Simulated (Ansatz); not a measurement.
**Bend profile**

InCl₂O (SMILES [O][In]([Cl])[Cl]), doublet, at its PBE0-D4/def2-TZVP minimum:

```
4
angstrom
O 0.6063 1.0140 1.6676
In 0.0317 0.0160 0.0454
Cl 0.7416 -2.1450 -0.2482
Cl -1.3241 1.0547 -1.4852
```

The angle Cl3–In2–Cl4 (121.6° at the minimum) is set to the values below, Cl3, with anything bonded beyond it, turning rigidly in the plane of the angle. Each method's energies count from its own value at the PBE0-D4 minimum structure. Ansatz 0.2.0; basis: def2-TZVPP; cores frozen in the correlated methods; orbitals are unrestricted. Filled d shells of the heavier atoms are correlated. Core potentials replace the inner electrons of the atoms past krypton. The def2 sets are not built for correlating such inner shells, so the correlated values are less sure here. B3LYP uses VWN-RPA correlation.

| angle (°) | CCSD(T) (kcal/mol) | B3LYP-D4 (kcal/mol) | r2SCAN-D4 (kcal/mol) | wB97M-V (kcal/mol) |
| --- | --- | --- | --- | --- |
| 91.6 | 10.03 | 9.40 | 9.05 | 9.62 |
| 99.1 | 5.23 | 4.85 | 4.63 | 5.01 |
| 106.6 | 2.22 | 2.04 | 1.92 | 2.12 |
| 114.1 | 0.55 | 0.49 | 0.45 | 0.52 |
| 121.6 | 0.00 | 0.00 | 0.00 | 0.00 |
| 129.1 | 0.45 | 0.45 | 0.45 | 0.46 |
| 136.6 | 1.90 | 1.81 | 1.76 | 1.87 |
| 144.1 | 4.40 | 4.13 | 3.98 | 4.30 |
| 151.6 | 8.08 | 7.52 | 7.17 | 7.86 |

Minimum and curvature along this coordinate at CCSD(T): A fifth-order fit through the nearest points gives 121.9°, with a curvature of about 0.77 meV/deg².

Largest difference from the CCSD(T) curve over the scan: PBE-D4 1.86; PBE0-D4 0.69; HF 2.06; MP2 0.24 kcal/mol. Each curve counts from its own value at the minimum.

The T1 diagnostic stays at or below 0.017. ⟨S²⟩ of the unrestricted Hartree–Fock references: 0.76 to 0.77 (a pure state has 0.75).

For scale, one of the runs: CCSD(T)/def2-TZVPP, 165 basis functions (an equivalent command: `ansatz run in.yaml --threads 8`). Hardware: 8 CPU threads, shared host. Wall time 2.3 min; peak host memory 3.7 GiB.
